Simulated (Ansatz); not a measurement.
Mulliken charges of CH5SSb, SMILES `S[CH2][SbH2]` from r2SCAN/def2-TZVPP in Ansatz (PBE0-D4/def2-TZVP geometry).

```json
{"atom": "S1", "x (Å)": "-1.884", "y (Å)": "0.342", "z (Å)": "-0.056", "charge (e)": "-0.182"}
{"atom": "C2", "x (Å)": "-0.091", "y (Å)": "0.479", "z (Å)": "-0.135", "charge (e)": "-0.304"}
{"atom": "Sb3", "x (Å)": "0.764", "y (Å)": "-0.993", "z (Å)": "1.225", "charge (e)": "0.369"}
{"atom": "H4", "x (Å)": "-2.190", "y (Å)": "1.303", "z (Å)": "-0.945", "charge (e)": "0.085"}
{"atom": "H5", "x (Å)": "0.246", "y (Å)": "1.458", "z (Å)": "0.207", "charge (e)": "0.116"}
{"atom": "H6", "x (Å)": "0.284", "y (Å)": "0.285", "z (Å)": "-1.138", "charge (e)": "0.122"}
{"atom": "H7", "x (Å)": "2.353", "y (Å)": "-0.659", "z (Å)": "0.684", "charge (e)": "-0.109"}
{"atom": "H8", "x (Å)": "0.610", "y (Å)": "-2.272", "z (Å)": "0.102", "charge (e)": "-0.096"}
```

Task: By hand: the dipole of these point charges (1 e Å = 4.8032 D).

Result: Σ q r = (0.214, 0.030, 0.224) e Å, of length 0.311 e Å = 1.49 D.

Task: How does the dipole of the full density compare? (Best estimate.)

Result: The calculation gave: (0.218, 0.186, -0.120) e Å, 1.49 D; the point charges give 1.00 times that, at 75° from its direction.

Point charges leave out the atoms' own dipoles, such as those of lone pairs, and Mulliken's split depends on the basis, so the two needn't agree.
